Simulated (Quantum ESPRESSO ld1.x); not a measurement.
The numbers below are computed, except where a source is named.
Q: Species: Cl VII. Configuration: [Ne] 3s1. Code: ld1.x of Quantum ESPRESSO 7.5. Model: scalar-relativistic Kohn-Sham, LDA (Slater exchange, Perdew-Wang correlation), spin-polarised, spherical densities, point nucleus; open shells are filled with parallel spins first. Some entries of the table are withheld. Estimate them.

orbital,occ.,eigenvalue (hartree),<r^2> (bohr^2),<1/r> (bohr^-1)
1s up,1,-104.922,0.01119,16.63
1s down,1,-104.907,0.01119,16.63
2s up,1,-13.1838,0.2320,3.324
2s down,1,-13.1647,0.2312,3.326
2p up,3,(1),0.2012,3.234
2p down,3,(2),0.2003,3.237
3s up,1,-3.94665,1.819,1.115
3s down,0,-3.80889,1.834,1.114
3p up,0,-3.39664,1.990,(3)
3p down,0,-3.26312,2.020,(4)
4s up,0,(5),7.311,0.5590
4s down,0,(6),7.582,0.5470

A: 
(1) 2p up eigenvalue (hartree): -10.9996
(2) 2p down eigenvalue (hartree): -10.9809
(3) 3p up <1/r> (bohr^-1): 1.043
(4) 3p down <1/r> (bohr^-1): 1.040
(5) 4s up eigenvalue (hartree): -1.81510
(6) 4s down eigenvalue (hartree): -1.77575
